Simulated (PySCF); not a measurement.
PySCF input for HI2Si, SMILES I[SiH]I, multiplicity 2, B3LYP-D3(BJ)/def2-SVP. Geometry optimised at B3LYP-D3(BJ)/def2-SVP. The isomer is the one that the SMILES or the coordinates give; other isomers of the formula were not compared. The def2 effective core potentials stand for the cores of I; spin–orbit coupling is left out.

```python
import numpy as np
from pyscf import gto, scf, dft, df
from pyscf.hessian import thermo

mol = gto.M(
    atom='''
    I    -0.00671342    0.17647038   -2.05808749
    Si    0.12674588   -1.18622990   -0.00000000
    I    -0.00671342    0.17647038    2.05808750
    H    -1.06281931   -2.09864161   -0.00000000
    ''',
    basis='def2-SVP',
    ecp={'I': 'def2-svp'},
    charge=0,
    spin=1,
    max_memory=1600,
    verbose=3,
)
mf = dft.UKS(mol, xc='b3lyp').density_fit(auxbasis='def2-universal-jkfit')
mf.disp = 'd3bj'
mf.grids.level = 3
mf.conv_tol = 1e-11
mf.max_cycle = 100
mf.kernel()
fine, coarse = mf.grids, dft.Grids(mol).set(level=1).build(with_non0tab=True)
for _ in range(3):  # follow internal instabilities
    mf.grids = coarse
    mo, _, stable, _ = mf.stability(return_status=True, nroots=4)
    mf.grids = fine
    if stable:
        break
    mf.kernel(mf.make_rdm1(mo, mf.mo_occ))

# [left out here: the lines that compute and print the analytic Hessian (its translational invariance restored by hand, since the grid's response is missing), thermochemistry and intensities]
```

Program output:

```

WARN: HOMO -0.94545252300091 >= LUMO -0.945452523000903


WARN: HOMO 0.0376720012075131 >= LUMO 0.0381826283811215

converged SCF energy = -885.651716485197  <S^2> = 0.75257737  2S+1 = 2.0025757
<class 'pyscf.df.df_jk.DFUKS'> wavefunction is stable in the internal stability analysis

WARN: DFTD3 does not support analytical Hessian, using finite difference


WARN: Mole.unit (angstrom) is changed to Bohr

Mode                                 0                   1                   2
Irrep
Freq [cm^-1]                       79.0853            306.9276            380.0621
Reduced mass [au]                  67.1651             20.9003             13.6454
Force const [Dyne/A]                0.2475              1.1600              1.1613
Char temp [K]                     113.7861            441.6004            546.8247
Normal mode                   x     y     z       x     y     z       x     y     z
       0   I                 0.00 -0.01 -0.06    0.00 -0.02  0.02    0.00 -0.01  0.02
       1  Si                -0.00  0.06 -0.00   -0.01  0.16 -0.00   -0.00 -0.00 -0.17
       2   I                 0.00 -0.01  0.06    0.00 -0.02 -0.02   -0.00  0.01  0.02
       3   H                -0.00  0.06 -0.00    0.01  0.14 -0.00    0.00 -0.00 -0.21
Mode                                 3                   4                   5
Irrep
Freq [cm^-1]                      553.6395            691.9187           2150.8663
Reduced mass [au]                   1.1186              1.0615              1.0437
Force const [Dyne/A]                0.2020              0.2994              2.8448
Char temp [K]                     796.5639            995.5169           3094.6177
Normal mode                   x     y     z       x     y     z       x     y     z
       0   I                 0.00  0.00 -0.00   -0.00 -0.00 -0.00    0.00 -0.00  0.00
       1  Si                -0.06  0.02  0.00    0.00 -0.00  0.04    0.03  0.02 -0.00
       2   I                 0.00  0.00  0.00    0.00  0.00 -0.00    0.00 -0.00 -0.00
       3   H                 0.55 -0.77 -0.00   -0.00  0.00 -0.97   -0.78 -0.60 -0.00
temperature 298.1500 [K]
pressure 101325.00 [Pa]
Rotational constants [GHz] 9.50808 0.46944 0.44854
Symmetry number 1
Zero-point energy (ZPE) 0.00948 [Eh]   24897.275 [J/mol]
                           tot       elec      trans        rot        vib
Entropy [J/mol/K]       338.249      5.763    179.150    123.276     30.059
Cv [J/mol/K]             54.732      0.000     12.472     12.472     29.789
Cp [J/mol/K]             63.046      0.000     20.786     12.472     29.789
Internal energy [J/mol]                      3718.434   3718.434  29675.365
Internal energy [Eh]   -885.63758  -885.65172
Enthalpy [J/mol]                             6197.391   3718.434  29675.365
Enthalpy [Eh]          -885.63664
Gibbs free energy [J/mol]                  -47216.111 -33036.417  20713.133
Gibbs free energy [Eh] -885.67505
mode   freq/cm-1   IR/(km/mol)
   1       79.09         0.088
   2      306.93        11.854
   3      380.06        92.232
   4      553.64         6.709
   5      691.92       104.571
   6     2150.87        74.832
max |gradient| / (hartree/bohr): 4.950505841864245e-05
APT charges: [-0.3863  0.9626 -0.3863 -0.1902]
```

Self-consistency was reached.
